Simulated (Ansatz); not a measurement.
CH$_{6}$AlGaOSi (`C[SiH2][Al]1[O][GaH]1`), relaxed with RKS PBE0-D4/def2-TZVP in the Gaussian-basis code of Ansatz from a GFN2-xTB geometry. The force threshold is 0.005 eV/Å; the program also tests the step.

Charge 0, multiplicity 1.

Start:

```xyz
11

C    -0.557   -1.279    0.982
Si    0.691   -1.436   -0.470
Al    0.761    0.909   -1.120
O     0.962    2.401   -1.670
Ga   -0.597    2.910   -0.120
H    -1.513   -0.898    0.625
H    -0.743   -2.224    1.481
H    -0.187   -0.576    1.729
H     0.136   -2.437   -1.417
H     1.919   -2.072    0.072
H    -0.873    4.701   -0.092
```

| step | energy (eV) | largest force (eV/Å) | largest move (Å) |
| --- | --- | --- | --- |
| 1 | -70019.4740 | 1.573 | 0.000 |
| 2 | -70019.9525 | 1.345 | 0.195 |
| 3 | -70020.1475 | 1.452 | 0.193 |
| 4 | -70020.1793 | 2.290 | 0.195 |
| 5 | -70020.3250 | 0.461 | 0.200 |
| 6 | -70020.3430 | 0.229 | 0.200 |
| 7 | -70020.3740 | 0.212 | 0.170 |
| 8 | -70020.4108 | 0.211 | 0.192 |
| 9 | -70020.4193 | 0.178 | 0.103 |
| 10 | -70020.4237 | 0.091 | 0.075 |
| 11 | -70020.4246 | 0.041 | 0.035 |
| 12 | -70020.4248 | 0.022 | 0.013 |
| 13 | -70020.4248 | 0.019 | 0.004 |
| 14 | -70020.4249 | 0.002 | 0.004 |

End:

```xyz
11

C    -0.582   -1.815    1.176
Si    0.456   -1.201   -0.266
Al    0.232    1.225   -0.606
O     1.018    2.459   -1.482
Ga   -0.322    3.516   -0.676
H    -1.639   -1.591    1.018
H    -0.475   -2.896    1.290
H    -0.272   -1.342    2.110
H     0.036   -1.882   -1.526
H     1.894   -1.527   -0.045
H    -0.347    5.055   -0.991
```

It took 66 s on 4 threads of an Intel Xeon Platinum 8488C on a shared host, with 0.75 GiB of host memory at the peak.
